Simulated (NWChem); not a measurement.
System: GeHSI, singlet; SMILES [SH][Ge][I]

Here is an NWChem input.

```
start job
memory heap 200 mb stack 900 mb global 1100 mb
geometry units angstroms noautoz
  Ge     0.815603    -1.059662    -0.019036
  I     -0.145521     1.317885     0.017574
  S     -1.149684    -2.128195    -0.028500
  H     -0.573047    -3.354118    -0.047629
end
basis spherical
  * library def2-svp
end
ecp
  I library def2-ecp
end
dft
  xc xpbe96 cpbe96
  iterations 150
  vectors input atomic output neutral.movecs
end
task dft energy
charge 1
dft
  odft
  mult 2
  vectors input atomic output cation.movecs
end
task dft energy
```

Excerpt of the output:

```
             Northwest Computational Chemistry Package (NWChem) 7.3.0
             --------------------------------------------------------

 CS  symmetry detected

                             Geometry "geometry" -> ""
                             -------------------------

 Output coordinates in angstroms (scale by  1.889725989 to convert to a.u.)

  No.       Tag          Charge          X              Y              Z
 ---- ---------------- ---------- -------------- -------------- --------------
    1 Ge                  32.0000     0.79697779    -1.06408685     0.00000000
    2 I                   53.0000    -0.10905769     1.33527329     0.00000000
    3 S                   16.0000    -1.19243779    -2.08703895     0.00000000
    4 H                    1.0000    -0.64422707    -3.32608227     0.00000000

 Effective nuclear repulsion energy (a.u.)     614.5987150571

      Symmetry information
      --------------------

 Group name             Cs
 Group number              2
 Group order               2
 No. of unique centers     4

 Summary of "ao basis" -> "ao basis" (spherical)
 ------------------------------------------------------------------------------
       Tag                 Description            Shells   Functions and Types
 ---------------- ------------------------------  ------  ---------------------
 Ge                         def2-svp                12       32   5s4p3d
 I                          def2-svp                10       26   4s4p2d
 S                          def2-svp                 8       18   4s3p1d
 H                          def2-svp                 3        5   2s1p

      Symmetry analysis of basis
      --------------------------

        a'         57
        a"         24

            General Information
            -------------------
          SCF calculation type: DFT
          Wavefunction type:  closed shell.
          No. of atoms     :     4
          No. of electrons :    74
           Alpha electrons :    37
            Beta electrons :    37
          Charge           :     0
          Spin multiplicity:     1
          Use of symmetry is: on ; symmetry adaption is: on
          Maximum number of iterations: 150
          AO basis - number of functions:    81
                     number of shells:    33
          Convergence on energy requested:  1.00D-06
          Convergence on density requested:  1.00D-05
          Convergence on gradient requested:  5.00D-04

              XC Information
              --------------
          PerdewBurkeErnzerhof Exchange Functional  1.000
            Perdew 1991 LDA Correlation Functional  1.000 local
           PerdewBurkeErnz. Correlation Functional  1.000 non-local

             Grid Information
             ----------------
          Grid used for XC integration:  medium
          Radial quadrature: Mura-Knowles
          Angular quadrature: Lebedev.
          Tag              B.-S. Rad. Rad. Pts. Rad. Cut. Ang. Pts.
          ---              ---------- --------- --------- ---------
          Ge                  1.25      112           9.0       590
          I                   1.40      123          12.0       590
          S                   1.00       88          10.0       590
          H                   0.35       45          12.0       434
          Grid pruning is: on
          Number of quadrature shells:   368
          Spatial weights used:  Erf1

      Superposition of Atomic Density Guess
      -------------------------------------

 Sum of atomic energies:       -2820.01720770

      Non-variational initial energy
      ------------------------------

 Total energy =   -2769.922427
 1-e energy   =   -4682.315267
 2-e energy   =    1551.864826
 HOMO         =      -0.251110
 LUMO         =      -0.044147

      Symmetry analysis of molecular orbitals - initial
      -------------------------------------------------

  Numbering of irreducible representations:

     1 a'          2 a"

  Orbital symmetries:

     1 a'          2 a'          3 a'          4 a'          5 a'
     6 a"          7 a'          8 a'          9 a'         10 a'
    11 a'         12 a"         13 a'         14 a'         15 a"
    16 a'         17 a'         18 a"         19 a'         20 a'
    21 a"         22 a'         23 a"         24 a'         25 a'
    26 a"         27 a'         28 a"         29 a'         30 a'
    31 a'         32 a'         33 a'         34 a"         35 a'
    36 a"         37 a'         38 a"         39 a'         40 a'
    41 a'         42 a'         43 a'         44 a'         45 a'
    46 a'         47 a"

   convergence    iter        energy       DeltaE   RMS-Dens  Diis-err
 ---------------- ----- ----------------- --------- --------- ---------
 d= 0,ls=0.0,diis     1  -2772.6093711442 -3.13D+03  2.59D-02  4.78D-01
 d= 0,ls=0.0,diis     2  -2772.2806358741  3.29D-01  2.08D-02  1.91D+00
 d= 0,ls=0.0,diis     3  -2772.6684164032 -3.88D-01  4.59D-03  1.33D-01
 d= 0,ls=0.0,diis     4  -2772.6858198165 -1.74D-02  7.86D-04  9.30D-03
 d= 0,ls=0.0,diis     5  -2772.6861672040 -3.47D-04  5.48D-04  9.12D-04
  Resetting Diis
 d= 0,ls=0.0,diis     6  -2772.6862830087 -1.16D-04  2.94D-04  2.58D-04
 d= 0,ls=0.0,diis     7  -2772.6863414960 -5.85D-05  1.73D-04  1.85D-05
 d= 0,ls=0.0,diis     8  -2772.6863288039  1.27D-05  1.28D-04  8.61D-05
 d= 0,ls=0.0,diis     9  -2772.6863442545 -1.55D-05  2.01D-05  1.60D-06
 d= 0,ls=0.0,diis    10  -2772.6863445287 -2.74D-07  4.93D-06  5.92D-08

         Total DFT energy =    -2772.686344528667
      One electron energy =    -4681.905911024739
           Coulomb energy =     1675.488582990948
    Exchange-Corr. energy =     -126.797031228470
 Nuclear repulsion energy =      360.528014733594

 Numeric. integr. density =       74.000001325290

                  Occupations of the irreducible representations
                  ----------------------------------------------

                     irrep           alpha         beta
                     --------     --------     --------
                     a'               27.0         27.0
                     a"               10.0         10.0

                       DFT Final Molecular Orbital Analysis
                       ------------------------------------

 Vector   35  Occ=2.000000D+00  E=-2.495651D-01  Symmetry=a'
              MO Center=  1.6D-01,  1.7D-01, -7.4D-16, r^2= 4.6D+00
   Bfn.  Coefficient  Atom+Function         Bfn.  Coefficient  Atom+Function
  ----- ------------  ---------------      ----- ------------  ---------------
    44      0.406529  2 I  py                47      0.343501  2 I  py
     4      0.283778  1 Ge s                 43      0.251929  2 I  px
    46      0.221247  2 I  px                12      0.211075  1 Ge px
    69     -0.188014  3 S  px                 5      0.181740  1 Ge s
    15      0.178669  1 Ge px                41     -0.164188  2 I  py

 Vector   36  Occ=2.000000D+00  E=-2.369023D-01  Symmetry=a"
              MO Center= -4.4D-01,  1.7D-01,  2.1D-15, r^2= 4.7D+00
   Bfn.  Coefficient  Atom+Function         Bfn.  Coefficient  Atom+Function
  ----- ------------  ---------------      ----- ------------  ---------------
    45      0.500266  2 I  pz                48      0.452528  2 I  pz
    71     -0.384093  3 S  pz                68     -0.269917  3 S  pz
    42     -0.203729  2 I  pz                39     -0.164911  2 I  pz
    65     -0.153923  3 S  pz                29      0.043567  1 Ge d -1
    19     -0.029363  1 Ge d -1

 Vector   37  Occ=2.000000D+00  E=-2.216257D-01  Symmetry=a'
              MO Center=  1.1D-02,  2.0D-01, -2.1D-15, r^2= 4.8D+00
   Bfn.  Coefficient  Atom+Function         Bfn.  Coefficient  Atom+Function
  ----- ------------  ---------------      ----- ------------  ---------------
    43      0.491908  2 I  px                46      0.462657  2 I  px
     4     -0.299594  1 Ge s                 69      0.283431  3 S  px
     5     -0.225330  1 Ge s                 40     -0.200402  2 I  px
    66      0.195333  3 S  px                12     -0.184626  1 Ge px
     3      0.171471  1 Ge s                 37     -0.161983  2 I  px

 Vector   38  Occ=0.000000D+00  E=-1.256040D-01  Symmetry=a"
              MO Center=  4.7D-01, -9.8D-01,  1.9D-13, r^2= 3.8D+00
   Bfn.  Coefficient  Atom+Function         Bfn.  Coefficient  Atom+Function
  ----- ------------  ---------------      ----- ------------  ---------------
    17      0.618073  1 Ge pz                14      0.478520  1 Ge pz
    71     -0.340998  3 S  pz                11     -0.252983  1 Ge pz
    48     -0.244506  2 I  pz                45     -0.199328  2 I  pz
    68     -0.194568  3 S  pz                65     -0.109820  3 S  pz
     8      0.081710  1 Ge pz                42      0.080554  2 I  pz

 Vector   39  Occ=0.000000D+00  E=-5.750853D-02  Symmetry=a'
              MO Center=  5.1D-01, -4.3D-01,  3.3D-15, r^2= 5.1D+00
   Bfn.  Coefficient  Atom+Function         Bfn.  Coefficient  Atom+Function
  ----- ------------  ---------------      ----- ------------  ---------------
    16      0.844901  1 Ge py                47      0.645154  2 I  py
    13      0.404893  1 Ge py                36     -0.403799  2 I  s
     4      0.348886  1 Ge s                 44      0.290445  2 I  py
    15     -0.280639  1 Ge px                46     -0.254515  2 I  px
    35     -0.223731  2 I  s                 10     -0.214477  1 Ge py

[...]
```

Level: PBE/def2-SVP with def2 effective core potentials on I, vertical spin-unrestricted ions. Low-valent species are run as closed-shell singlets; no triplet was tried in these runs. Geometry: optimised at PBE0/def2-SVP. Not confirmed as a minimum by frequencies. def2 effective core potentials on I; no spin-orbit coupling.
